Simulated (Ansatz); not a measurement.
Z-matrix (Å, degrees):
```
Nb
F 1 1.864
F 1 1.864 2 109.6
N 1 1.938 2 109.8 3 120.6
S 1 2.135 2 111.4 3 -123.7
H 4 1.009 1 126.9 2 119.7
H 4 1.013 1 122.1 2 -60.3
```

Total charge 0; spin multiplicity 1. Nb: def2 effective core potential.

Question: List the ωB97M-V/def2-TZVPP orbital energies in eV (Ansatz). (An estimate is asked.)

Answer: Computed: Occupied: -2426.39, -677.67, -677.67, -395.29, -220.40, -163.44, -163.41, -163.41, -70.03, -44.69, -44.49, -44.22, -35.17, -34.89, -26.86, -21.27, -17.22, -16.01, -15.95, -15.37, -15.36, -15.29, -14.61, -14.36, -11.33, -11.12, -10.27, -10.12. Lowest empty: -0.30, 0.28, 0.57, 0.83, 1.37, 1.50, 1.52, 1.85.
